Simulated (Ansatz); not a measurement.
Gas-phase electronic energies from Ansatz, PBE0-D4/def2-TZVP geometries. CBS: MP2 limit from def2 TZ/QZ plus the TZ coupled-cluster correction, frozen cores. This one scheme is used for every species. Functionals use def2-TZVPP. For Br outer-core shells are correlated without core-valence functions, which leaves a few kJ/mol of doubt a bond. Scalar relativity is left out up to krypton. One conformer a species, not always the lowest.

Reaction (ligand exchange at a B–C bond): `OCBBr` + HCl → `ClBBr` + CH₃OH

**Question.** Is it downhill or uphill in electronic energy at CCSD(T)/CBS, and by how much? (Estimate.)

**Answer.** Ansatz gave: Downhill: ΔE = -0.80 eV.

**Question.** What do these levels give: revPBE-D4, BLYP-D4, ωB97M-V, HF/def2-SVP, MP2/def2-QZVPP, SCS-MP2/def2-QZVPP? (Estimate.)

**Answer.** The calculation gave: revPBE-D4 -0.79, BLYP-D4 -0.81, ωB97M-V -0.79, HF/def2-SVP -0.95, MP2/def2-QZVPP -0.85, SCS-MP2/def2-QZVPP -0.86 eV.

**Question.** What do rigid-rotor, harmonic-oscillator terms from PBE0-D4/def2-TZVP frequencies (298.15 K, 1 bar) make of the CCSD(T)/CBS value? (Best estimate.)

**Answer.** Ansatz gave: ΔZPE = +0.12 eV, ΔH = -0.70 eV, ΔS = 19 J/(mol·K), ΔG = -0.76 eV.

Largest T1 diagnostic among the species: 0.011.

Leaving LDA and LC-ωPBE aside and taking each functional with its dispersion term where it has one, the values, not all of them listed here, spread over 0.07 eV, from B2PLYP to PBE-D4. LDA lies +0.13 eV from PBE without D4. In def2-TZVPP, CCSD(T) changes the Hartree–Fock value by +0.09 eV (the triples alone add −0.00 eV) and MP2 by +0.04 eV. At CCSD(T), def2-SVP lies −0.16 eV from the extrapolated value and def2-TZVPP −0.01 eV.
